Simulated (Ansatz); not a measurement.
Ge2S4⁻. Total charge -1; doublet. Geometry PBE-D4/def2-SVPD.

```csv
atom,x (Å),y (Å),z (Å)
Ge1,1.194,0.246,0.657
Ge2,-2.510,0.091,0.227
S3,-0.872,-0.788,1.424
S4,2.983,-0.897,0.914
S5,0.612,0.374,-1.635
S6,-1.406,0.973,-1.586
```

The structure comes from a short search, and lower isomers may exist.

(1) Estimate the α-spin orbital energies around the gap (eV) in Ansatz with PBE-D4/def2-TZVPD, r2SCAN-D4/def2-TZVPD, r2SCANh-D4/def2-TZVPD, PBE0-D4/def2-TZVPD, r2SCAN0-D4/def2-TZVPD.

## Answers

(1) 
| orbital | PBE-D4/def2-TZVPD | r2SCAN-D4/def2-TZVPD | r2SCANh-D4/def2-TZVPD | PBE0-D4/def2-TZVPD | r2SCAN0-D4/def2-TZVPD |
| --- | --- | --- | --- | --- | --- |
| HOMO−5 | -2.92 | -3.21 | -3.63 | -4.07 | -4.27 |
| HOMO−4 | -2.75 | -3.03 | -3.41 | -3.81 | -3.99 |
| HOMO−3 | -2.43 | -2.71 | -3.12 | -3.55 | -3.74 |
| HOMO−2 | -1.74 | -1.97 | -2.36 | -2.79 | -2.95 |
| HOMO−1 | -1.59 | -1.82 | -2.20 | -2.63 | -2.79 |
| HOMO | -0.75 | -1.02 | -1.39 | -1.73 | -1.94 |
| LUMO | 0.38 | 0.40 | 0.64 | 1.00 | 1.00 |
| LUMO+1 | 1.15 | 1.30 | 1.60 | 1.95 | 2.04 |
| LUMO+2 | 2.22 | 2.45 | 2.69 | 2.86 | 3.04 |
| LUMO+3 | 2.48 | 2.81 | 3.04 | 3.04 | 3.35 |
| LUMO+4 | 2.60 | 3.03 | 3.21 | 3.13 | 3.39 |
| LUMO+5 | 2.82 | 3.28 | 3.41 | 3.36 | 3.62 |
| β HOMO | -1.47 | -1.67 | -2.03 | -2.44 | -2.58 |
| β LUMO | -0.12 | 0.05 | 0.32 | 0.59 | 0.72 |
